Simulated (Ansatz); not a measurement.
Abridged output of a molecular run in Ansatz:

```
Functional definition: HF
1126 factors; integrals over basis functions are off by at most 7.7e-4 eV
mean field evaluation 1: about -46258.1273 eV, gradient 3.0e1 eV
mean field evaluation 2: about -46258.1429 eV, gradient 3.0e1 eV
mean field evaluation 4: about -46261.3481 eV, gradient 3.4e0 eV
mean field evaluation 8: about -46261.4145 eV, gradient 1.0e-3 eV
mean field -46261.41453608 eV, -1700.0756270879 hartree, gradient 3.1e-6 eV, S^2 0.000000; 0 other end points of the search recorded, 0 dependent functions left out
20 core orbitals not correlated: weight in the atoms' cores, before any rotation towards them, 1.000 or more for the frozen orbitals, at most 0.000 for the correlated occupied ones
reference -46261.41453608 eV, -1700.0756270879 hartree; 20, 20 occupied and 78, 78 virtual orbitals, 1126 factors
second order -21.20489222 eV of doubles, -0.00000000 eV of singles
cycle   1  -21.73408143 eV  change   -5.3e-1 eV  update   1.7e-1
cycle   2  -22.32400038 eV  change   -5.9e-1 eV  update   7.1e-2
cycle   3  -22.54016315 eV  change   -2.2e-1 eV  update   3.5e-2
cycle   4  -22.53260670 eV  change    7.6e-3 eV  update   9.8e-3
cycle   5  -22.52753168 eV  change    5.1e-3 eV  update   3.7e-3
cycle   6  -22.52706774 eV  change    4.6e-4 eV  update   1.3e-3
cycle   7  -22.52696427 eV  change    1.0e-4 eV  update   6.5e-4
cycle   8  -22.52721913 eV  change   -2.5e-4 eV  update   2.1e-4
cycle   9  -22.52735989 eV  change   -1.4e-4 eV  update   8.3e-5
cycle  10  -22.52732277 eV  change    3.7e-5 eV  update   2.7e-5
perturbative correction -0.88016652 eV, -0.0323455229 hartree
Total energy: -46284.82202537 eV, -1700.9358364531 hartree
```

Its atoms:

```xyz
8

S     1.013    1.661   -1.025
Zr   -0.548    0.055   -0.114
S     0.591   -2.078    0.075
S    -1.061    0.882    2.099
Cl   -2.455   -0.143   -1.439
H     0.897    1.084   -2.241
H     1.776   -1.438    0.016
H    -0.214   -0.023    2.629
```

Task: Which basis set was used?
A. def2-QZVPP
B. cc-pV(Q+d)Z
C. def2-SVP
D. def2-SVPD

Result: C. It gives 118 functions.

Task: Write the keys of the input that set method, charge and spin (a neutral closed shell needs none for the last two).

Result: 
```yaml
correlation: {method: ccsd_t}
```
